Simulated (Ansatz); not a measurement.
One change: `O[SiH2]SS` becomes `N[SiH2]SS`.

Ansatz, PBE0-D4/def2-TZVP geometries, multiplicity 1. Each molecule was computed in one conformer, which needn't be the lowest.

```json
{"property": "LUMO energy (PBE0/def2-TZVPP) / eV", "`O[SiH2]SS`": "-1.30"}
{"property": "LUMO energy (B3LYP/def2-TZVPP) / eV", "`O[SiH2]SS`": "-1.52"}
{"property": "HOMO energy (ωB97M-V/def2-TZVPP) / eV", "`O[SiH2]SS`": "-9.54"}
{"property": "LUMO energy (PBE/def2-TZVPP) / eV", "`O[SiH2]SS`": "-2.28"}
{"property": "HOMO–LUMO gap (PBE0/def2-TZVPP) / eV", "`O[SiH2]SS`": "6.11"}
{"property": "size of the dipole moment (B3LYP/def2-TZVPP) / D", "`O[SiH2]SS`": "1.67"}
```

**Question.** What does the change do to each property? (Best estimate.)

**Answer.** Ansatz gave: 
```tsv
property	`N[SiH2]SS`	shift
LUMO energy (PBE0/def2-TZVPP) / eV	-0.98	0.32
LUMO energy (B3LYP/def2-TZVPP) / eV	-1.20	0.32
HOMO energy (ωB97M-V/def2-TZVPP) / eV	-9.18	0.36
LUMO energy (PBE/def2-TZVPP) / eV	-1.96	0.32
HOMO–LUMO gap (PBE0/def2-TZVPP) / eV	6.05	-0.06
size of the dipole moment (B3LYP/def2-TZVPP) / D	2.34	0.67
```

With PBE0 the HOMO rises by 0.37 eV and the LUMO rises by 0.32 eV, so the gap narrows by about 0.05 eV. PBE moves the HOMO by 0.37 eV and ωB97M-V by 0.36 eV. The zero-point energy changes by 31.1 kJ/mol with +3 modes. Dipoles are sizes alone; their direction can turn.

B3LYP here is the variant with VWN-RPA as its local correlation; programs differ in this.
